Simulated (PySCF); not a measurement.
# Telling isomers of C$_{6}$H$_{11}$F$_{3}$ apart by NMR

- GIAO PBE0/pcSseg-1 shieldings
- geometry from GFN2-xTB
- run in PySCF
- no relativistic terms, rapidly exchanging positions averaged, a single conformation, in vacuum

Scale: TMS for $^{1}$H (σ = 31.72 ppm) and $^{13}$C (σ = 186.93 ppm) (reference shieldings calculated alike). Splittings of carbon signals by F and P are missing where no couplings were computed. Where no couplings were computed, multiplicities follow the n + 1 count of equivalent neighbours, and m marks all less simple cases (inequivalent or close neighbours, rings, F or P nearby). Shifts are as computed. Against solution values, carbons near 30 ppm lie about +3 ppm off and those near 130 ppm about +5 ppm. Of 1211 compounds with measured shifts, 218 miss one by over three times the rms of a fit or turn the order of signals round; such compounds aren't used in these exercises.

(1) Tabulate the signals of `CC(C)(C)C(F)(F)CF`, `CC(C)(C)CC(F)(F)F` and their relative energies.

(2) What is the quickest way to tell CC(C)(C)C(F)(F)CF from CC(C)(C)CC(F)(F)F?

Results:

(1) 
| SMILES | carbon types | δC | δH | E rel. (kcal/mol) |
| --- | --- | --- | --- | --- |
| CC(C)(C)C(F)(F)CF | 2×C 1×CH2 3×CH3 | 130.3, 89.6, 41.6, 25.3 | 5.06 (m, 2H), 1.23 (s, 9H) | 13.4 |
| CC(C)(C)CC(F)(F)F | 2×C 1×CH2 3×CH3 | 136.4, 50.6, 31.6, 31.4 | 1.97 (m, 2H), 1.12 (s, 9H) | 0.0 |

Energies are electronic energies at PBE0/pcSseg-1 on these geometries, without zero-point or thermal terms, each for the one conformer computed, which needn't be the lowest.

(2) Both give the same number of carbon signals, with the same numbers of each carbon type, so the positions decide. The first has an sp3 CH2 bonded to F at 89.6 ppm, the second an sp3 CH2 at 50.6 ppm. Their most deshielded carbons lie at 130.3 and 136.4 ppm. In the proton spectra the most deshielded non-exchanging signals are 5.06 (m, 2H) and 1.97 (m, 2H).
